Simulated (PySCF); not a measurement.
C₆ coefficients of unlike pairs at PBE0

Calculated with PySCF 2.14 from the dipole response of each species, C₆(A,B) = (3/π) ∫ α_A(iu) α_B(iu) du, in atomic units, from isotropic polarisabilities. For ions this is the dispersion term alone; charge-induced terms of lower order in 1/R come first.

```tsv
species	configuration	basis	relativity	α (bohr³)	C₆ (like pair)
Pt	[Xe] 4f14 5d9 6s1 (3D)	x2c-TZVPPall with one added diffuse shell each of s, p, d, f type (12s8p8d4f1g)	spin-free X2C	40.21	382.6
Ar⁺	[Ne] 3s2 3p5 (2P)	aug-cc-pCVTZ-DK with one added diffuse shell each of s, p, d, f type (9s8p6d4f)	spin-free X2C	6.943	31.34
Xe²⁺	[Kr] 4d10 5s2 5p4 (3P)	aug-cc-pwCVDZ-PP with ECP28MDF (6s5p4d1f)	core potential	12.96	92.30
Pd³⁺	[Kr] 4d7 (4F)	def2-TZVPPD with the def2 core potential (28 electrons) (6s4p3d2f1g)	core potential	3.753	16.58
```

(1) Estimate C₆ for Ar⁺ with Pt.

No spin-orbit coupling is included.

The other pairs:

| pair | C₆ |
| --- | --- |
| Pd³⁺, Pt | 66.64 |
| Xe²⁺, Ar⁺ | 53.61 |
| Pd³⁺, Ar⁺ | 21.70 |
| Pd³⁺, Xe²⁺ | 36.64 |
| Xe²⁺, Pt | 180.0 |

Results:

(1) The integral gives 102.8. The combination rule 2 C_A C_B / (C_A α_B/α_A + C_B α_A/α_B) gives 96.88 and the geometric mean 109.5.
